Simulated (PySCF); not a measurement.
Species: C5H8OS.
Atom-mapped SMILES: `[CH3:1][C@@H:2]1[CH2:3][CH:4]=[CH:5][S@@:6]1=[O:7]`

Structure used (GFN2-xTB), in Å, numbered top down from 1:
```xyz
15
C5H8OS angstrom
C      1.8933   -0.2122   -0.4012
C      0.6169   -0.2258    0.4112
C     -0.5520   -0.9372   -0.2630
C     -1.8039   -0.2346    0.1501
C     -1.6565    0.9653    0.6761
S      0.0660    1.5421    0.7203
O      0.2616    2.2826   -0.5302
H      1.7548    0.4332   -1.2679
H      2.7214    0.1794    0.1853
H      2.1494   -1.2132   -0.7437
H      0.7767   -0.6268    1.4142
H     -0.5822   -1.9958    0.0033
H     -0.4563   -0.8721   -1.3516
H     -2.7590   -0.7117   -0.0161
H     -2.4346    1.6348    0.9914
```

NICS is the negative of the GIAO shielding at a point without a nucleus: at the ring centre (0) and 1 Å above and below it (1); zz is the component along the ring normal. Level: GIAO PBE0/pcSseg-1 (PySCF, non-relativistic, gas phase) on the GFN2-xTB geometry, one conformer.

Ring bond lengths (Å), with Mayer bond orders in brackets: C2–C3 1.525 (0.95), C3–C4 1.494 (1.05), C4–C5 1.318 (1.84), C5–S6 1.817 (0.90), S6–C2 1.877 (0.83).

Give the NICS values of each ring in ppm.

```tsv
ring	type	NICS(0)	NICS(1), two faces	NICS(1)zz, two faces	rms pucker (Å)	centre to ring atoms, mean (Å)
C2–C3–C4–C5–S6	5-membered ring with S; formal bonds 1 double, 4 single	-1.9	-1.6 / -5.0	-0.7 / -5.7	0.13	1.35
```

What do they say, and how far can they be read as aromaticity?

- C2–C3–C4–C5–S6: mean NICS(1)zz -3.2 ppm, shielded. C2, C3 have four or more neighbours; no verdict on aromaticity is drawn. The two faces differ by 5.0 ppm, so no symmetry operation interchanges them.

Give the inner angles of the rings and the Hirshfeld charges of the ring atoms.

- C2–C3–C4–C5–S6: C2 106.7° (-0.034 e), C3 107.5° (-0.070 e), C4 116.4° (-0.025 e), C5 113.9° (-0.083 e), S6 88.6° (+0.315 e); sum 533.0° against 540° for a flat convex ring.

How shielded are the nuclei of the rings and their hydrogens (means over atoms taken as equivalent)?

```tsv
atoms	environment	σ isotropic (ppm)
C2	sp3 carbon bound to sulfur	126.8
C3	allylic carbon	141.9
C4	alkene CH carbon	37.5
C5	alkene CH carbon	38.9
S6	sulfinyl sulfur	129.5
H11	methine hydrogen	29.27
H12	methylene hydrogen	28.94
H13	methylene hydrogen	28.80
H14	vinylic hydrogen	24.89
H15	vinylic hydrogen	24.81
```

Hardware: Arm Neoverse V2, one thread, shared host with 96 logical CPUs at a one-minute load of 50. Cost: 21 s wall, 0.76 GiB resident at most. This is the whole shielding run at PBE0/pcSseg-1, SCF included.
